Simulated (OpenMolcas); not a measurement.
An atom or ion with 4 electrons was computed by MS-RASPT2, IPEA 0.25 Eh, imaginary shift 0.1 Eh with spin-orbit coupling (OpenMolcas, ANO-RCC-VQZP, DKH2). The lowest levels that the run gave, each within 12 % of the measured value where one is at hand:

```json
{"J": "0", "Parity": "even", "E (cm-1)": "0.0", "g": ""}
{"J": "0", "Parity": "odd", "E (cm-1)": "81878", "g": ""}
{"J": "1", "Parity": "odd", "E (cm-1)": "82026", "g": "1.501"}
{"J": "2", "Parity": "odd", "E (cm-1)": "82324", "g": "1.501"}
{"J": "1", "Parity": "odd", "E (cm-1)": "159731", "g": "1.000"}
{"J": "0", "Parity": "even", "E (cm-1)": "213749", "g": ""}
{"J": "1", "Parity": "even", "E (cm-1)": "213898", "g": "1.501"}
{"J": "2", "Parity": "even", "E (cm-1)": "214189", "g": "1.501"}
{"J": "2", "Parity": "even", "E (cm-1)": "232460", "g": "1.000"}
{"J": "0", "Parity": "even", "E (cm-1)": "289597", "g": ""}
```

Task: Which ion is it, and what are the configurations and terms?

Result: O4+ (Z = 8, charge +4; active space 2 electrons in 9 orbitals (RAS2 2s 2p; RAS3 3d, at most 2 electrons)). J, parity and g give the terms where levels are pure, and mixed ones are named by the computed weights; the size of the splittings, set against known spectra of the 4-electron sequence, gives the charge. In order, with the measured energies in cm-1 (Moore, Selected Tables of Atomic Spectra, NSRDS-NBS 3, section 9): 2s2 1S0, 2s 2p 3P* 0 (81942), 2s 2p 3P* 1 (82079), 2s 2p 3P* 2 (82385), 2s 2p 1P* 1 (158798), 2p2 3P0 (213462), 2p2 3P1 (213618), 2p2 3P2 (213887), 2p2 1D2 (231721), 2p2 1S0 (287910).

Active for correlation alone: 3d; no level in the range computed is led by a configuration that fills it, so any true level of that kind is missing. Computed and measured levels are paired by configuration, term and J; levels that our copy of the source lacks, or whose pairing is in doubt (as where it misses far off the trend of its configuration), stay unpaired and out of the deviations. Only configurations of the active space appear.

* marks odd parity.
